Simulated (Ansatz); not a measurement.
The cluster Li2I3⁻, relaxed as a singlet with RKS r2SCAN-D4/def2-SVPD in Ansatz, starting from the GFN2-xTB geometry. Force threshold 0.02 eV/Å.

In the def2 sets I takes a core potential; there is no spin–orbit coupling. Another isomer (singlet) lies 0.07 eV lower at PBE0-D4/def2-TZVPD; other spin states weren't run for this one.

Start:

| atom | x (Å) | y (Å) | z (Å) |
| --- | --- | --- | --- |
| Li1 | -0.441 | 0.646 | 0.980 |
| Li2 | 0.442 | -0.653 | -0.990 |
| I3 | -1.987 | -1.621 | 0.166 |
| I4 | 2.163 | -0.471 | 1.301 |
| I5 | -0.177 | 2.099 | -1.458 |

```tsv
step	energy (eV)	largest force component (eV/Å)	SCF passes
1	-24730.5785	0.347	13
2	-24730.6133	0.249	16
3	-24730.6519	0.023	17
4	-24730.6524	0.004	19
```

Force components are those of the run's own axes.

End:

```xyz
5

Li   -0.445    0.651    0.985
Li    0.447   -0.648   -0.986
I    -1.891   -1.547    0.160
I     2.062   -0.460    1.240
I    -0.172    2.005   -1.399
```

By distances, no bond broke or formed. The bond that changes most is Li2–I4, from 2.87 to 2.76 Å (atoms count from 1).

No frequencies were taken in this run, so the end may be a saddle point.

Hardware: 4 threads of Arm Neoverse V1 on a shared host. Wall time 9.5 s.
